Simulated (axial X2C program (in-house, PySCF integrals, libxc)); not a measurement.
How long does YN⁺ take?

A bond scan computed with an in-house all-electron X2C program for linear molecules (integrals from PySCF). Basis: Y dyall-cv3z [11s12p9d6f3g], N dyall-av3z [7s7p3d2f] (cores contracted in-house).

Input:
```json
{"zs": [39, 7], "q": 1, "bas": ["dyall-cv3z", "dyall-av3z"], "levels": ["PBE0", "HF", "PBEsol"], "cc": true, "r0": 1.9, "thr": -2.0, "nmax": 90, "npts": 10, "nst": 2, "ntry": 6}
```
```bash
python so2c.py task.json out
```

Keys: zs atomic numbers; q charge; bas basis sets; levels methods; cc coupled cluster on or off; r0 starting distance in Å; thr threshold in hartree for freezing inner shells (an s shell follows its p shell); nmax most natural virtual spinors; npts points on the curve; nst determinants followed; ntry starts of the search. HF also brings MP2.

Hardware: 1 thread of Arm Neoverse V1, with other jobs on the host.

Wall time of one point of each curve, integrals apart:

```tsv
Hamiltonian	level	points	seconds a point
spin-free	PBE0	10	0.62
spin-free	HF	10	0.36
spin-free	CCSD(T) (15 electrons, 90 virtuals)	7	8.4
spin-free	PBEsol	10	0.36
2c	PBE0	10	0.87
2c	HF	10	0.96
2c	CCSD(T) (15 electrons, 90 virtuals)	7	10
2c	PBEsol	10	0.39
```

The rest:

Search with its distance optimisation 31 s, atoms 56 s, whole task 260 s. Coupled cluster runs on the points near the minimum only. The program drops outer points, and coupled cluster, when its time limit (not in the input) nears; MP2, further determinants and curves that did not converge are not in the table.
